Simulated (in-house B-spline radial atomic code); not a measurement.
Spin-orbit splittings of orbital energies (j = l + 1/2 less j = l - 1/2) and ratios of mean radii (lower j over upper j) along the 34-electron series, configuration [Ar] 3d10 4s2 4p4. Computed with a radial B-spline atomic code at the basis-set limit: Dirac-Hartree-Fock, average of the configuration, finite nuclei.

```json
{"ion": "I19+", "Z": "53", "splitting of 4p (eV)": "14.857", "radius ratio of 4p": "0.9755", "splitting of 2p (eV)": "300.36", "radius ratio of 2p": "0.946", "splitting of 3p (eV)": "59.24", "radius ratio of 3p": "0.9654"}
{"ion": "Xe20+", "Z": "54", "splitting of 4p (eV)": "16.602", "radius ratio of 4p": "0.97466", "splitting of 2p (eV)": "326.41", "radius ratio of 2p": "0.94386", "splitting of 3p (eV)": "64.993", "radius ratio of 3p": "0.96417"}
{"ion": "Cs21+", "Z": "55", "splitting of 4p (eV)": "18.494", "radius ratio of 4p": "0.9738", "splitting of 2p (eV)": "354.21", "radius ratio of 2p": "0.94166", "splitting of 3p (eV)": "71.175", "radius ratio of 3p": "0.9629"}
{"ion": "Ba22+", "Z": "56", "splitting of 4p (eV)": "20.542", "radius ratio of 4p": "0.97291", "splitting of 2p (eV)": "383.85", "radius ratio of 2p": "0.93941", "splitting of 3p (eV)": "77.81", "radius ratio of 3p": "0.96161"}
{"ion": "La23+", "Z": "57", "splitting of 4p (eV)": "?", "radius ratio of 4p": "?", "splitting of 2p (eV)": "?", "radius ratio of 2p": "?", "splitting of 3p (eV)": "?", "radius ratio of 3p": "?"}
{"ion": "Ce24+", "Z": "58", "splitting of 4p (eV)": "?", "radius ratio of 4p": "?", "splitting of 2p (eV)": "?", "radius ratio of 2p": "?", "splitting of 3p (eV)": "?", "radius ratio of 3p": "?"}
{"ion": "Pr25+", "Z": "59", "splitting of 4p (eV)": "27.71", "radius ratio of 4p": "0.9701", "splitting of 2p (eV)": "484.76", "radius ratio of 2p": "0.93238", "splitting of 3p (eV)": "100.68", "radius ratio of 3p": "0.95753"}
{"ion": "Nd26+", "Z": "60", "splitting of 4p (eV)": "30.474", "radius ratio of 4p": "0.96911", "splitting of 2p (eV)": "522.72", "radius ratio of 2p": "0.92993", "splitting of 3p (eV)": "109.38", "radius ratio of 3p": "0.9561"}
{"ion": "Pm27+", "Z": "61", "splitting of 4p (eV)": "?", "radius ratio of 4p": "?", "splitting of 2p (eV)": "?", "radius ratio of 2p": "?", "splitting of 3p (eV)": "?", "radius ratio of 3p": "?"}
{"ion": "Sm28+", "Z": "62", "splitting of 4p (eV)": "36.627", "radius ratio of 4p": "0.96706", "splitting of 2p (eV)": "605.78", "radius ratio of 2p": "0.92487", "splitting of 3p (eV)": "128.56", "radius ratio of 3p": "0.95316"}
{"ion": "Eu29+", "Z": "63", "splitting of 4p (eV)": "40.038", "radius ratio of 4p": "0.966", "splitting of 2p (eV)": "651.11", "radius ratio of 2p": "0.92227", "splitting of 3p (eV)": "139.1", "radius ratio of 3p": "0.95163"}
{"ion": "Gd30+", "Z": "64", "splitting of 4p (eV)": "43.688", "radius ratio of 4p": "0.96491", "splitting of 2p (eV)": "699.12", "radius ratio of 2p": "0.9196", "splitting of 3p (eV)": "150.32", "radius ratio of 3p": "0.95007"}
{"ion": "Tb31+", "Z": "65", "splitting of 4p (eV)": "47.59", "radius ratio of 4p": "0.96379", "splitting of 2p (eV)": "749.96", "radius ratio of 2p": "0.91689", "splitting of 3p (eV)": "162.26", "radius ratio of 3p": "0.94847"}
{"ion": "Dy32+", "Z": "66", "splitting of 4p (eV)": "51.755", "radius ratio of 4p": "0.96264", "splitting of 2p (eV)": "803.74", "radius ratio of 2p": "0.91411", "splitting of 3p (eV)": "174.94", "radius ratio of 3p": "0.94684"}
```

**Question.** Fill in the row of La23+.

**Answer.** splitting of 4p (eV): 22.754; radius ratio of 4p: 0.972; splitting of 2p (eV): 415.42; radius ratio of 2p: 0.93712; splitting of 3p (eV): 84.921; radius ratio of 3p: 0.96028.

**Question.** Fill in the row of Ce24+.

**Answer.** splitting of 4p (eV): 25.14; radius ratio of 4p: 0.97106; splitting of 2p (eV): 449.03; radius ratio of 2p: 0.93477; splitting of 3p (eV): 92.535; radius ratio of 3p: 0.95892.

**Question.** Fill in the row of Pm27+.

**Answer.** splitting of 4p (eV): 33.443; radius ratio of 4p: 0.9681; splitting of 2p (eV): 563.03; radius ratio of 2p: 0.92743; splitting of 3p (eV): 118.66; radius ratio of 3p: 0.95465.

**Question.** With what power of Z does the column «splitting of 2p (eV)» change over this range?

**Answer.** A fit of the logarithm of its size against log Z from Z = 53 to 66 has slope 4.49. An unscreened hydrogenic electron would give 4 at low Z; screening makes the apparent power larger near the neutral end, and relativity raises it again at high Z.
